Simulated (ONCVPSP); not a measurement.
**Scattering properties, ONCV potential for vanadium (V)**

```json
{
 "Element": "V (Z = 23)",
 "Generator": "ONCVPSP 4.0.1",
 "Type": "optimised norm-conserving Vanderbilt (ONCV)",
 "Functional": "PBE",
 "Relativity": "scalar-relativistic",
 "Frozen core": "[Ne] 3s2",
 "Valence charge": "11",
 "Reference configuration": "3p6 3d3 4s1.5 (charge +0.5)",
 "Partial waves": "4s: rc 2.85 bohr, ncon 4, nbas 9, qcut 3 1/bohr, 3 projectors, debl 1.9 Ha; 3p: rc 1.45 bohr, ncon 4, nbas 7, qcut 8 1/bohr, 2 projectors, debl 3.8 Ha; 3d: rc 1.50 bohr, ncon 3, nbas 8, qcut 10.5 1/bohr, 1 projector",
 "Local potential": "polynomial inside 1.10 bohr (lpopt 3, dvloc0 4 Ha)",
 "Core correction": "Teter function fitted to the true core (icmod 2), fcfact 0.5"
}
```

The phase is arctan(r·R′/R) of the radial function R(r), unwrapped; energies in Ha, scanned from -3 to 5 Ha. A pole is an energy at which the radial function vanishes at the test radius. The pseudo phase is shifted by a multiple of π to meet the all-electron one at the reference energy, and phase errors are pseudo minus all-electron; the curves can meet again beyond the range given. Levels narrower than the energy grid can be missing from the lists of poles. n/a: not evaluated, since a narrow level or a reset projector energy made the automatic matching unsafe.

```csv
channel,radius (bohr),reference energy (Ha),"poles, all-electron","poles, pseudo",unbroken range about the reference energy with phases within 0.05 rad,phase error 1 Ha above the reference energy (rad)
s,2.89,-0.28,"0.51, 3.90","0.51, 3.90",n/a,n/a
p,1.47,-1.75,-0.89,-0.89,the whole range,-0.000
d,1.52,-0.32,0.59,0.62,below 1.7,+0.011
```

Note: no bound ghost flagged; GHOST(+) flagged for s at 79.2 eV.

Phases in the p channel:

```json
{"E (Ha)": "-2.98", "all-electron": "0.610", "pseudo": "0.609"}
{"E (Ha)": "-2.76", "all-electron": "0.331", "pseudo": "0.331"}
{"E (Ha)": "-2.54", "all-electron": "-0.079", "pseudo": "-0.079"}
{"E (Ha)": "-2.32", "all-electron": "-0.541", "pseudo": "-0.541"}
{"E (Ha)": "-2.10", "all-electron": "-0.905", "pseudo": "-0.905"}
{"E (Ha)": "-1.88", "all-electron": "-1.144", "pseudo": "-1.144"}
{"E (Ha)": "-1.66", "all-electron": "-1.299", "pseudo": "-1.299"}
{"E (Ha)": "-1.44", "all-electron": "-1.406", "pseudo": "-1.406"}
{"E (Ha)": "-1.22", "all-electron": "-1.484", "pseudo": "-1.484"}
{"E (Ha)": "-1.00", "all-electron": "-1.545", "pseudo": "-1.545"}
{"E (Ha)": "-0.78", "all-electron": "-1.595", "pseudo": "-1.595"}
{"E (Ha)": "-0.56", "all-electron": "-1.638", "pseudo": "-1.638"}
{"E (Ha)": "-0.34", "all-electron": "-1.677", "pseudo": "-1.677"}
{"E (Ha)": "-0.12", "all-electron": "-1.714", "pseudo": "-1.714"}
{"E (Ha)": "0.10", "all-electron": "-1.749", "pseudo": "-1.749"}
{"E (Ha)": "0.32", "all-electron": "-1.786", "pseudo": "-1.786"}
{"E (Ha)": "0.54", "all-electron": "-1.824", "pseudo": "-1.824"}
{"E (Ha)": "0.76", "all-electron": "-1.865", "pseudo": "-1.865"}
{"E (Ha)": "0.98", "all-electron": "-1.911", "pseudo": "-1.911"}
{"E (Ha)": "1.20", "all-electron": "-1.964", "pseudo": "-1.964"}
{"E (Ha)": "1.42", "all-electron": "-2.028", "pseudo": "-2.028"}
{"E (Ha)": "1.64", "all-electron": "-2.106", "pseudo": "-2.106"}
{"E (Ha)": "1.86", "all-electron": "-2.204", "pseudo": "-2.204"}
{"E (Ha)": "2.08", "all-electron": "-2.333", "pseudo": "-2.333"}
{"E (Ha)": "2.30", "all-electron": "-2.503", "pseudo": "-2.503"}
{"E (Ha)": "2.52", "all-electron": "-2.726", "pseudo": "-2.726"}
{"E (Ha)": "2.74", "all-electron": "-3.002", "pseudo": "-3.002"}
{"E (Ha)": "2.96", "all-electron": "-3.303", "pseudo": "-3.303"}
{"E (Ha)": "3.18", "all-electron": "-3.581", "pseudo": "-3.581"}
{"E (Ha)": "3.40", "all-electron": "-3.807", "pseudo": "-3.807"}
{"E (Ha)": "3.62", "all-electron": "-3.978", "pseudo": "-3.979"}
{"E (Ha)": "3.84", "all-electron": "-4.107", "pseudo": "-4.107"}
{"E (Ha)": "4.06", "all-electron": "-4.204", "pseudo": "-4.205"}
{"E (Ha)": "4.28", "all-electron": "-4.280", "pseudo": "-4.280"}
{"E (Ha)": "4.50", "all-electron": "-4.339", "pseudo": "-4.340"}
{"E (Ha)": "4.72", "all-electron": "-4.388", "pseudo": "-4.388"}
{"E (Ha)": "4.94", "all-electron": "-4.428", "pseudo": "-4.428"}
```
